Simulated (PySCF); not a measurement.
# KBi and its ions

r²SCAN; PySCF, scalar-relativistic core potentials, basis sets K def2-SVP, Bi def2-SVP with ECP60. Neutral (UKS): triplet (π ↑↑), Re = 3.441 Å, ωe = 124 cm⁻¹, De = 1.05 eV, HOMO -3.02 eV, LUMO -1.80 eV.

KBi⁺ (UKS): quartet (σ ↑, π ↑↑), Re = 3.955 Å, ωe = 54.0 cm⁻¹. The energies at the minima are -814.54756 hartree for KBi and -814.35981 for KBi⁺.

(1) Work out the adiabatic ionisation energy, without and with harmonic zero-point energies (1 hartree = 27.2114 eV, 1 eV = 8065.5 cm⁻¹), and the change of the bond length.

These are scalar-relativistic numbers at best; spin–orbit coupling would shift them, the dissociation energy most. States were picked by a PBE0 search and need not be the measured ground states.

Answers

(1) At r²SCAN: 0.18775 hartree = 5.109 eV between the minima; the zero-point term (54.0 − 124.0)/2 cm⁻¹ = -0.004 eV makes it 5.105 eV. Re changes by +51.4 pm against the neutral. The electron leaves a σ orbital, and the ion is left as a loose complex of an ion and an atom.
